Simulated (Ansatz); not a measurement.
Molecule: sum formula SOF, net charge 0, doublet state. It need not be the lowest isomer of its formula. 
Structure (B3LYP-D3(BJ)/def2-TZVP (Ansatz, an electronic-structure program) minimum search):
```
S
O 1 1.4576
F 1 1.6228 2 108.23
```
Charge 0, spin multiplicity 2.

Basis-set convergence of Hartree-Fock and MP2 correlation energies (hartree) with Ansatz. Valence correlation only, unless marked. UHF or UKS for open shells. No spin-orbit coupling. Non-relativistic.

```json
[
 {"basis": "aug-cc-pV(D+d)Z", "functions": "78", "E(HF)": "-571.81127", "E(corr, MP2)": "-0.53862"},
 {"basis": "aug-cc-pV(T+d)Z", "functions": "147", "E(HF)": "…", "E(corr, MP2)": "…"}
]
```

Problem. Fill in the missing entries.

Solution. 
- aug-cc-pV(T+d)Z, E(HF): -571.88219
- aug-cc-pV(T+d)Z, E(corr, MP2): -0.66719
